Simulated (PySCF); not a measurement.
CH5AlO2. Atoms are numbered in the order given.

```xyz
9

Al    -0.5587     0.7414     0.0000
H     -1.9833     1.4158     0.0000
O      0.8125     1.7730     0.0000
H      1.7384     1.4873     0.0000
O     -0.4823    -0.9662     0.0000
C      0.4520    -2.0056     0.0000
H      0.3217    -2.6551     0.8959
H      0.3217    -2.6551    -0.8959
H      1.5114    -1.6520     0.0000
```
Charge 0, spin multiplicity 1.

Geometry: PBE-D3(BJ)/def2-SVP. The values are those of a single conformer.

Level of theory: PySCF with HF/def2-TZVP.

Symmetry labels are those of the subgroup Cs that the program uses (full group Cs).

Computed valence orbital energies around the gap with their symmetry:
```
orbital  symmetry  energy (eV)
-------  --------  -----------
HOMO−7         A'       -17.56
HOMO−6         A"       -16.68
HOMO−5         A'       -16.59
HOMO−4         A'       -14.23
HOMO−3         A"       -13.58
HOMO−2         A'       -12.65
HOMO−1         A'       -12.28
HOMO           A"       -12.04
LUMO           A"         2.41
LUMO+1         A'         2.68
LUMO+2         A'         3.90
LUMO+3         A'         4.15
```
